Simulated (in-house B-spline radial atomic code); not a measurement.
Sn4+: [Ar] 3d10 4s2 4p5 4d10 5f1 (an excited or competing configuration)

Method: Dirac-Hartree-Fock, average of configuration, Fermi nucleus of rms radius 4.6519 fm. Calculated with a radial B-spline atomic code at the basis-set limit.

Effective charges: Z_r = [3n² - l(l+1)]/(2<r>) from the radius, Z_e = n√(-2ε) from the energy, and Slater's rules. Values are occupation-weighted means over j. An effective charge above Z reflects the relativistic contraction of the inner shells.

| shell | electrons | ε (eV) | <r> (bohr) | Z_r | Z_e | Slater |
| --- | --- | --- | --- | --- | --- | --- |
| 1s | 2 | -29432 | 0.02905 | 51.64 | 46.51 | 49.70 |
| 2s | 2 | -4586.1 | 0.1249 | 48.03 | 36.72 | 45.85 |
| 2p | 6 | -4120.8 | 0.1095 | 45.68 | 34.81 | 45.85 |
| 3s | 2 | -972.56 | 0.3372 | 40.03 | 25.36 | 38.75 |
| 3p | 6 | -815.94 | 0.3362 | 37.18 | 23.23 | 38.75 |
| 3d | 10 | -573.7 | 0.3133 | 33.52 | 19.48 | 28.85 |
| 4s | 2 | -214.53 | 0.8167 | 29.39 | 15.88 | 22.60 |
| 4p | 5 | -166.57 | 0.8756 | 26.27 | 14.00 | 22.60 |
| 4d | 10 | -89.861 | 1.034 | 20.30 | 10.28 | 11.85 |
| 5f | 1 | -15.554 | 5.061 | 6.22 | 5.35 | 5.00 |

The least bound orbital is 5f5/2 at -15.55 eV, while the most diffuse is 5f7/2 (<r> = 5.061 bohr against 5.059 bohr): energy order and size order differ. The part-filled 4p shell lies below the filled 4d shell in orbital energy.

Spin-orbit splittings of the orbital energies (j = l + 1/2 above j = l - 1/2 when positive): 2p 231.7 eV, 3p 43.57 eV, 3d 8.866 eV, 4p 8.035 eV, 4d 1.219 eV, 5f -0.00428 eV.

For the 1s electron the small component carries 3.37 % of the norm, the zero-frequency Breit interaction raises the level by 67.67 eV, self-energy by 38.35 eV, and vacuum polarisation lowers it by 5.048 eV.
